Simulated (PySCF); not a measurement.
Delta-SCF ions had no search for a lower state. Excitations are Tamm–Dancoff values on a coarser integration grid. The basis has no diffuse functions, so Rydberg states are missing or too high.

Cartesian coordinates (Å):
SMILES: B1(O)CO1
```xyz
7

O      1.7387     0.0799    -0.3700
B      0.4466    -0.0357    -0.0235
C     -1.0249     0.2498    -0.1595
O     -0.3264    -0.6519     0.8796
H      2.3407    -0.4299     0.1856
H     -1.5009     1.1068     0.3043
H     -1.6739    -0.3190    -0.8165
```
Charge 0, spin multiplicity 1.

Task: Estimate the vertical ionisation energy (Delta-SCF), S1–T1 gap (TDA) and total energy that TPSSh-D3(BJ)/def2-TZVP // B3LYP-D3(BJ)/def2-TZVP in PySCF returns for this input.

Result: 
- vertical ionisation energy (Delta-SCF) = 10.70 eV
- S1–T1 gap (TDA) = 0.74 eV
- total energy = -215.3491 Ha
